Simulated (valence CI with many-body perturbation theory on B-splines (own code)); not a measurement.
**Yb XL: magnetic and hyperfine properties of the levels**

Calculated by valence CI with perturbative core correlation (CI+MBPT): three valence electrons over a frozen Dirac-Fock core [Ar] 3d10, radial functions for each j: 11 s, 11 p, 9 d, 7 f, 5 g, 2 h, 1 i, with the one-electron correlation potential Σ1 (screened to all orders), the two-electron term Σ2, the three-electron term Σ3, Breit, model QED; selected single and double excitations, second order for the rest (own B-spline code, finite nucleus).

The last digits are not significant, and no measured levels were compared; by estimate large intervals hold to a few tenths of a per cent, small ones and those within an open d or f shell to about a per cent.

A/g_I is the dipole constant over the nuclear g factor μ/I (μ in nuclear magnetons, uniformly magnetised nucleus), B/Q the quadrupole constant per barn. Both hold the static response of the core; the bare values leave it out. Large factors of s and p1/2 electrons are usually good to 5 to 10 %; those of open d and f shells near neutrality can be off by tens of per cent, and small factors of p3/2, d and f electrons come from cancelling terms and can be off by a factor of two or in sign, in half-filled shells by more. B is blank for J = 1/2, where it vanishes, and for nearly pure S terms. Energies count from the lowest level.

Levels are named by their leading jj configuration (3d3/2^4 stands for four electrons in 3d with j = 3/2), which in mixed levels can hold well under half, so a name can repeat and another be missing. Letters in brackets count levels of one name in rising energy.

```csv
Level,E (× 10³ cm⁻¹),g,A/g_I (MHz),A/g_I bare,B/Q (MHz/b),B/Q bare
(4s^2 4p1/2) J=1/2,0.00,0.660,381000,369000,,
(4s^2 4p3/2) J=3/2,587.84,1.330,47900,46000,94100,90900
(4s 4p1/2^2) J=1/2,699.16,2.232,1150000,1120000,,
(4s 4p1/2 4p3/2) J=3/2 [a],1192.7,1.664,285000,275000,76200,73600
(4s 4p1/2 4p3/2) J=5/2,1253.8,1.368,340000,328000,59200,57200
(4s 4p1/2 4p3/2) J=3/2 [b],1341.9,0.966,3750,3670,66800,64500
(4s 4p1/2 4p3/2) J=1/2,1363.6,1.217,-382000,-369000,,
(4s^2 4d3/2) J=3/2,1764.9,0.841,10500,10800,6270,6380
(4s 4p3/2^2) J=5/2,1784.9,1.385,212000,205000,14600,14200
(4s^2 4d5/2) J=5/2,1927.9,1.237,83300,81000,39900,38800
(4s 4p3/2^2) J=1/2,1951.6,1.875,1200000,1150000,,
(4s 4p3/2^2) J=3/2,1982.4,1.179,-169000,-163000,-20100,-19500
(4p1/2^2 4p3/2) J=3/2,2047.4,1.328,42300,41400,87300,84400
(4s 4p1/2 4d3/2) J=3/2 [a],2318.9,0.499,-109000,-104000,20200,19800
(4s 4p1/2 4d3/2) J=5/2,2366.2,1.049,302000,292000,-486,-164
(4s 4p1/2 4d3/2) J=1/2,2465.5,0.382,-476000,-458000,,
(4s 4p1/2 4d3/2) J=3/2 [b],2469.1,1.318,291000,281000,12400,12000
(4s 4p1/2 4d5/2) J=5/2 [a],2497.5,1.307,85100,83100,9100,9060
(4p1/2 4p3/2^2) J=3/2 [a],2535.4,1.322,-156000,-150000,-10400,-9990
(4s 4p1/2 4d5/2) J=7/2,2535.8,1.252,225000,218000,-1060,-701
(4s 4p1/2 4d5/2) J=5/2 [b],2555.9,1.209,93500,90900,7260,7110
(4p1/2 4p3/2^2) J=5/2,2667.1,1.052,66600,64600,41500,40300
(4p1/2 4p3/2^2) J=1/2,2678.4,0.661,372000,359000,,
(4p1/2 4p3/2^2) J=3/2 [b],2690.4,1.171,-96700,-92800,28500,27700
(4s 4p3/2 4d3/2) J=5/2 [a],2967.9,1.249,170000,165000,30000,28900
(4s 4p3/2 4d3/2) J=3/2 [a],2969.6,1.343,194000,188000,-7280,-7210
(4s 4p3/2 4d3/2) J=1/2 [a],2970.2,2.328,620000,599000,,
(4s 4p3/2 4d3/2) J=7/2,2983.3,1.274,175000,169000,78100,75600
(4s 4p3/2 4d5/2) J=9/2,3014.7,1.330,155000,150000,115000,111000
(4s^2 4f5/2) J=5/2,3042.5,0.901,-12600,-11700,29100,28000
(4s 4p3/2 4d3/2) J=3/2 [b],3064.2,1.020,-26000,-24500,-51500,-49700
(4s 4p3/2 4d5/2) J=5/2 [a],3101.2,1.346,237000,229000,-50000,-48300
(4p3/2^3) J=3/2 [a],3102.9,1.212,-40800,-38700,-60200,-58100
(4s^2 4f7/2) J=7/2,3103.5,1.213,60200,58700,-250,-566
(4s 4p3/2 4d3/2) J=1/2 [b],3139.2,0.590,122000,118000,,
(4p1/2^2 4d3/2) J=3/2,3147.4,0.764,23900,23200,16000,15800
(4s 4p3/2 4d5/2) J=7/2 [a],3157.7,1.165,6980,7160,105000,102000
(4s 4p3/2 4d3/2) J=5/2 [b],3211.8,0.981,-35100,-33400,21100,20400
(4s 4p3/2 4d5/2) J=1/2,3242.0,0.684,-319000,-307000,,
(4s 4p3/2 4d5/2) J=3/2,3269.6,1.305,282000,273000,28600,27800
```

(1) Take the isotope of mass number 171, with I = 1/2, μ = 0.4923 μN. What is the hyperfine structure of (4s 4p1/2 4p3/2) J=1/2?

## Answers

(1) From the table A = -376000 MHz. Shifts from the centre of gravity in MHz: F = 0: 282000, F = 1: -94000.
